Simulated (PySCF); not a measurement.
Ligands exchanged one at a time, B Br-CH3. Gas-phase values, no solvent. Strings in code marks are SMILES.

The HOMO from two functionals at the same geometries (B3LYP-D3(BJ)/def2-TZVP), both in PySCF: PBE-D3(BJ)/def2-TZVP and ωB97X-D3(BJ)/def2-TZVP. 

```
species                                 ωB97X-D3(BJ)/def2-TZVP (eV)
--------------------------------------  ---------------------------
0 of 3 Br replaced by CH3                                    -10.73
1 of 3 Br replaced by CH3 (`CB(Br)Br`)                       -10.62
2 of 3 Br replaced by CH3                                    -10.30
```

What does PBE-D3(BJ)/def2-TZVP give for each?


- 0 of 3 Br replaced by CH3: -7.03
- 1 of 3 Br replaced by CH3 (`CB(Br)Br`): -6.93
- 2 of 3 Br replaced by CH3: -6.58
Over these rows, drawn at random from the members with no instability flagged (it was tested for open shells, ions and some series alone), PBE minus ωB97X-D3(BJ): mean +3.70 eV, from +3.69 eV to +3.72 eV.
